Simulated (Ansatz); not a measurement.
Species: H3AlS3, SMILES `[SH][Al]([SH])[SH]` (charge 0, multiplicity 1).

Problem. Give a relaxed geometry from r2SCAN-D4/def2-TZVP (Ansatz, a quantum-chemistry and plane-wave program).

Solution. This is not unique; one that fits is the end point of this relaxation, one of several conformers (outside a Z-matrix the atoms follow the SMILES, hydrogens last).
Cartesian coordinates (Å) in one orientation:
```xyz
7

S      0.382    -1.849     0.104
Al     0.142     0.315    -0.064
S      1.877     1.535    -0.552
S     -1.748     1.364     0.226
H     -0.908    -2.061     0.420
H      2.690     0.464    -0.593
H     -2.436     0.232     0.459
```
